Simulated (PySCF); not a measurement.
Ge(H)2(Cl)(Me) (CH5ClGe), SMILES [GeH2]([Cl])[CH3].

The structure is a stationary point at B3LYP-D3(BJ)/def2-SVP.

All values below come from ωB97X/def2-TZVPD (PySCF).

Symmetry labels are those of the subgroup Cs that the program uses (full group Cs).

Computed valence orbital energies around the gap with their symmetry:
```
orbital  symmetry  energy (eV)
-------  --------  -----------
HOMO−7         A'       -17.98
HOMO−6         A"       -14.56
HOMO−5         A'       -14.52
HOMO−4         A"       -12.69
HOMO−3         A'       -12.60
HOMO−2         A'       -12.37
HOMO−1         A"       -11.03
HOMO           A'       -10.92
LUMO           A'         1.62
LUMO+1         A'         1.86
LUMO+2         A'         2.18
LUMO+3         A"         2.70
```
